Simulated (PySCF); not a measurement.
C₃H₇O, SMILES CC(C)[O], multiplicity 2.

The structure is a stationary point at TPSSh-D3(BJ)/def2-SVP. The isomer is the one that the SMILES or the coordinates give; other isomers of the formula were not compared.

Calculation: TPSSh-D3(BJ)/def2-SVP in PySCF.

Harmonic, unscaled wavenumbers; measured fundamentals usually lie a few per cent lower.

| mode | ν (cm⁻¹) | IR (km/mol) | moving atoms (share of kinetic energy) |
|---|---|---|---|
| 1 | 199 | 0.1 | H 98 % |
| 2 | 238 | 0.6 | H 91 % |
| 3 | 348 | 0.5 | C 45 %, H 42 %, O 13 % |
| 4 | 393 | 0.4 | O 44 %, C 36 %, H 20 % |
| 5 | 445 | 4.7 | C 49 %, H 36 %, O 15 % |
| 6 | 812 | 0.0 | C 61 %, H 26 %, O 12 % |
| 7 | 882 | 18.4 | H 91 %, C 9 % |
| 8 | 907 | 2.4 | H 69 %, C 31 % |
| 9 | 988 | 3.3 | H 42 %, O 30 %, C 29 % |
| 10 | 1039 | 3.9 | H 65 %, C 27 % |
| 11 | 1101 | 0.7 | C 82 %, H 18 % |
| 12 | 1148 | 18.6 | H 85 %, C 15 % |
| 13 | 1196 | 13.1 | H 61 %, C 33 % |
| 14 | 1246 | 10.3 | C 50 %, H 47 % |
| 15 | 1372 | 0.2 | H 80 %, C 20 % |
| 16 | 1397 | 1.6 | H 80 %, C 20 % |
| 17 | 1470 | 1.1 | H 96 % |
| 18 | 1477 | 3.0 | H 96 % |
| 19 | 1485 | 7.8 | H 96 % |
| 20 | 1494 | 7.7 | H 96 % |
| 21 | 2842 | 22.5 | H 93 % |
| 22 | 3033 | 29.4 | H 97 % |
| 23 | 3039 | 13.5 | H 97 % |
| 24 | 3122 | 0.7 | H 90 %, C 9 % |
| 25 | 3126 | 38.0 | H 91 %, C 9 % |
| 26 | 3141 | 11.9 | H 90 %, C 10 % |
| 27 | 3142 | 21.9 | H 90 %, C 10 % |
